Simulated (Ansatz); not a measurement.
Program: Ansatz. Geometries: PBE0-D4/def2-TZVP. ΔE: electronic, gas phase. CCSD(T)/CBS is the MP2 limit (def2-TZVPP, def2-QZVPP) plus CCSD(T) − MP2 in def2-TZVPP, frozen cores. DFT in def2-TZVPP. For Ga, Ge outer-core shells are correlated without core-valence functions, which leaves a few kJ/mol of doubt a bond. Scalar relativity is left out up to krypton. One conformer a species, not always the lowest.

Reaction (cleavage of the Ge–Ga bond): `[F][Ga]([Cl])[GeH3]` + `C=C(N)O` → `C=C(N)[O][GeH3]` + `[F][GaH][Cl]`

`[F][Ga]([Cl])[GeH3]`:

Cartesian coordinates in Å:
```
F -0.908 -0.530 -2.459
Ga 0.242 0.036 -1.263
Cl 2.046 0.745 -2.163
Ge -0.265 -0.044 1.105
H 0.780 0.767 1.880
H -0.230 -1.509 1.561
H -1.666 0.534 1.339
```

`C=C(N)O`:

Z-matrix (Å, degrees):
```
C
C 1 1.338
H 1 1.080 2 120.9
H 1 1.081 2 120.9 3 -177.8
N 2 1.376 1 126.3 3 4.1
O 2 1.355 1 124.2 3 -178.6
H 5 1.008 2 113.9 1 -150.1
H 5 1.006 2 114.7 1 -17.1
H 6 0.961 2 108.3 1 3.3
```

`C=C(N)[O][GeH3]`:

Cartesian coordinates in Å:
```
C 1.529 -0.709 1.113
C 0.418 -0.142 0.641
N 0.156 1.229 0.625
O -0.564 -0.869 0.072
Ge -1.267 -0.296 -1.490
H 1.705 -1.763 0.960
H 2.260 -0.128 1.659
H -0.745 1.464 1.020
H 0.889 1.781 1.044
H -2.258 0.849 -1.234
H -2.000 -1.546 -1.990
H -0.124 0.129 -2.421
```

`[F][GaH][Cl]`:

Cartesian coordinates in Å:
```
F -1.102 1.324 0.056
Ga 0.129 0.088 0.026
Cl -0.640 -1.858 -0.324
H 1.612 0.446 0.241
```

(1) Is it downhill or uphill in electronic energy at CCSD(T)/CBS, and by how much? (Best estimate.)

(2) What do these levels give: PBE-D4, r2SCAN-D4, PBE0-D4, PBE, r2SCAN, PBE0, HF/def2-TZVPP, MP2/def2-TZVPP, CCSD/def2-TZVPP, CCSD(T)/def2-TZVPP, MP2/CBS(def2), CCSD/CBS(def2)? (Best estimate.)

Largest T1 diagnostic among the species: 0.013.

## Answers

(1) The calculation gave: Uphill: ΔE = +6.4 kcal/mol.

(2) Computed: PBE-D4 9.6, r2SCAN-D4 7.5, PBE0-D4 9.2, PBE 10.4, r2SCAN 7.8, PBE0 9.8, HF/def2-TZVPP 3.4, MP2/def2-TZVPP 4.6, CCSD/def2-TZVPP 5.2, CCSD(T)/def2-TZVPP 5.0, MP2/CBS(def2) 6.0, CCSD/CBS(def2) 6.6 kcal/mol.

The D4 term adds −1.2 kcal/mol with B3LYP and −0.6 kcal/mol with PBE0; it sums over pairs of atoms, weighted by their polarisabilities, and B3LYP, whose exchange is more repulsive, gets the larger term. In def2-TZVPP, CCSD(T) changes the Hartree–Fock value by +1.6 kcal/mol (the triples alone add −0.2 kcal/mol) and MP2 by +1.1 kcal/mol.

B3LYP here is the variant with VWN-RPA as its local correlation; programs differ in this.
